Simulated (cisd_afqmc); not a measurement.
Input (AFQMC/CISD/def2-QZVPPD; cisd_afqmc is a phaseless AFQMC code with CISD trial states that reads the integrals written by Ansatz): A basis named .json is the Basis Set Exchange file of that set.

Ansatz 0.2 input:
```python
import cisd_afqmc

open("ham.yaml", "w").write("""\
crystal:
  periodic: [false, false, false]
  atoms:
    - {symbol: Tl, position_ang: [0.00000000, 0.00000000, 0.00000000]}
basis:
  gaussian:
    orbitals: def2-QZVPPD.json
magnetization: {spin_polarized: true, initial_magnetization: 1}
correlation: {method: ccsd, electrons: outside_noble_gas, hamiltonian_folder: ham}
scf: {lower_state_search: full}
""")
rep = cisd_afqmc.ansatz("ham.yaml")
e_ccsd = rep["correlation"]["coupled_cluster"]["energy"]["hartree"]
out = cisd_afqmc.run("ham", e_ccsd, trial="CISD", walkers=100, populations=8, threads=8, dt=0.005, steps=40, early=36, settle=10, least=32,
    cut=5e-5, rank_cut=2e-4, target=0.0004, seconds=1500, seed=1, memory=12960, gpu=False)
```

Output:

```
orbitals 79, occupied [2, 1], factors 412 of 540, rank of the doubles 84 of 232
E(HF) = -171.515555
E(CCSD) on the cut factors = -171.551897, shift to the whole factors -0.000000
Energy of the trial state on the determinant = -171.551765
  tau behind 10.8 of longer steps, mean of the populations' last blocks
   2.0  -171.55256
   4.0  -171.55258
   6.0  -171.55265
   8.0  -171.55266
blocks 297 (5 outliers left out), error by blocks joined: 1: 0.00001, 2: 0.00002, 4: 0.00002, 8: 0.00003, 16: 0.00004
E(AFQMC/CISD) = -171.55259 +/- 0.00004
```

The error still grows at the longest joins of blocks, or few joins were possible, so the printed bar may be too narrow.
